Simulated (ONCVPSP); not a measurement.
**Reading a pseudo-wave (Mg)**

Columns: radius, all-electron u(r) and pseudo u(r) of the 2s shell (level -79.68 eV) of magnesium in the configuration [He] 2s2 2p6 3s2; Wu-Cohen, scalar-relativistic, ONCV scheme, ONCVPSP 4.0.1.

```tsv
r (bohr)	all-electron	pseudo
0.062	-0.5583	0.2110
0.125	-0.3578	0.4177
0.188	0.0593	0.6091
0.250	0.4640	0.7759
0.312	0.7875	0.9162
0.375	1.0180	1.0281
0.438	1.1577	1.1068
0.500	1.2233	1.1519
0.562	1.2353	1.1668
0.625	1.2083	1.1539
0.688	1.1546	1.1171
0.750	1.0856	1.0628
0.812	1.0076	0.9954
0.875	0.9243	0.9189
0.938	0.8407	0.8387
1.000	0.7606	0.7600
1.062	0.6842	0.6841
1.125	0.6115	0.6115
1.188	0.5443	0.5442
1.250	0.4836	0.4835
1.312	0.4283	0.4283
1.375	0.3777	0.3777
1.438	0.3323	0.3322
1.500	0.2923	0.2923
1.562	0.2568	0.2567
1.625	0.2247	0.2247
```

Question: How many radial nodes do the two functions have?

Answer: The all-electron 2s function has n − l − 1 = 1; the pseudo-wave has 0, since the states of the same l below it are removed with the core.

Question: At about which radius was the pseudo-wave matched?

Answer: 1.25 bohr. The columns agree to 0.0005 from 1.06 bohr on; several derivatives are matched, so the curves merge somewhat inside the radius.

Question: Is the pseudo-wave norm-conserving?

Answer: Yes: the ONCV scheme keeps the norm inside the radius equal to the all-electron one, which fixes the energy derivative of the logarithmic derivative at the level.
